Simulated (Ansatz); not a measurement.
**A barrier at the coupled-cluster level**

Start structure (SnH4S2, closed shell), relaxed at PBE0-D4/def2-TZVP:

```
atom    x (Å)    y (Å)    z (Å)
 Sn1  -0.3441  -0.3670   0.5024
  S2   1.8174  -0.9232  -0.3783
  S3  -1.1671   1.6159  -0.5690
  H4  -1.0591   1.0897  -1.8005
  H5  -1.3163  -1.7216   0.1581
  H6  -0.2698   0.0306   2.1562
  H7   2.3389   0.2757  -0.0688
```

The step: SnH₄S₂ ([SH][SnH2][SH]) → SnH₂S ([S][SnH2]) + H₂S (still joined by a long Sn–S bond); bonds formed: S2–H4; bonds broken: S3–H4; bonds weakened to dative contacts: Sn1–S2. Program: Ansatz 0.2.0. Basis: def2-TZVPP and def2-QZVPP. Cores are frozen in the correlated methods. Filled d shells of the heavier atoms are correlated. Core potentials replace the inner electrons of the atoms past krypton. The def2 sets are not built for correlating such inner shells, so the correlated values are less sure here. Extrapolation: Hartree–Fock as exp(−7.88 √X), correlation as X^−2.97. Energies below are by CCSD(T) at an estimated basis limit (MP2 extrapolated from triple and quadruple zeta, plus CCSD(T) − MP2 in triple zeta).

Task: What are the electronic barrier and the energy of the step, from the start structure to the end structure? (Judge from chemistry; the value comes from the calculation.)

Result: The calculation gives: Barrier 150.3 kJ/mol; step energy 132.4 kJ/mol (uphill); reverse barrier, their difference, 17.9 kJ/mol. Barrier and step energy count from the start structure, the reverse barrier from the end structure.

The saddle point: One imaginary mode of 399i cm⁻¹.
```tsv
pair	start (Å)	saddle (Å)	end (Å)
S2–H4	3.79	1.47	1.34
Sn1–S2	2.40	2.67	2.87
S3–H4	1.34	2.03	3.54
```

Zero-point energy (harmonic, PBE0-D4): ZPE is 84.2 kJ/mol at the start and 78.5 kJ/mol at the saddle, so the barrier goes from 150.3 to 144.5 kJ/mol.

First-order rate constant out of the start structure at 298 K by transition-state theory, with harmonic vibrational free energies alone and no tunnelling: ΔA‡ = 148.2 kJ/mol, so k = (kB T/h) exp(−ΔA‡/kB T) ≈ 10^-13 s⁻¹ (an order of magnitude at best: rotation, the number of equivalent paths and anharmonicity are left out).

No T1 diagnostic of these runs exceeds 0.017.

Labels in which every atom is bracketed show which atoms are joined, not bond orders.

For scale, one of the runs: CCSD(T)/def2-TZVPP, 190 basis functions (an equivalent command: `ansatz run in.yaml --threads 4`). The run took 45 s on 4 CPU threads (shared host), with 2.1 GiB of host memory at its peak.
